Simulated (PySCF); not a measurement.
Relaxation of quartet H₂ReO

These are results of UPBE0/[Re def2-TZVP with ECP60, O def2-TZVP, H def2-TZVP], scalar-relativistic core potentials, density fitting, no spin–orbit coupling, PySCF, not measurements. A (50,194) grid was used.

A hand-made trigonal planar start, of C2v symmetry, held to at least that symmetry:

```xyz
4
charge 0 multiplicity 4, angstrom
Re    0.0647    0.1120    0.0000
O    -0.8153   -1.4122    0.0000
H     1.6947    0.1120    0.0000
H    -0.7504    1.5236    0.0000
```

Optimiser trace:
```json
{"step": "0", "E − E(last) (kJ/mol)": "17.94", "largest gradient (Eh/bohr)": "0.05515"}
{"step": "1", "E − E(last) (kJ/mol)": "4.38", "largest gradient (Eh/bohr)": "0.02041"}
{"step": "2", "E − E(last) (kJ/mol)": "0.76", "largest gradient (Eh/bohr)": "0.00370"}
{"step": "3", "E − E(last) (kJ/mol)": "0.07", "largest gradient (Eh/bohr)": "0.00138"}
{"step": "4", "E − E(last) (kJ/mol)": "0.02", "largest gradient (Eh/bohr)": "0.00079"}
{"step": "5", "E − E(last) (kJ/mol)": "0.00", "largest gradient (Eh/bohr)": "0.00014"}
{"step": "6", "E − E(last) (kJ/mol)": "0.00", "largest gradient (Eh/bohr)": "0.00001"}
```

It ends at C2v with Re–H 1.695 Å (×2), Re–O 1.697 Å; H–Re–H 128.1°, H–Re–O 115.9° (×2). A frequency run shows 1 imaginary mode, down to 352i cm⁻¹, so it is a saddle point.

Final geometry:
```xyz
4
charge 0 multiplicity 4, angstrom
Re    0.0626    0.1084    0.0000
O    -0.7860   -1.3615    0.0000
H     1.7531   -0.0116    0.0000
H    -0.8867    1.5124    0.0000
```

Open d and f shells are described by one determinant, and the ground state may have another occupation or spin. With an element this heavy the missing spin–orbit coupling can shift these numbers.

The relaxation took about 27 core-seconds on a shared host.
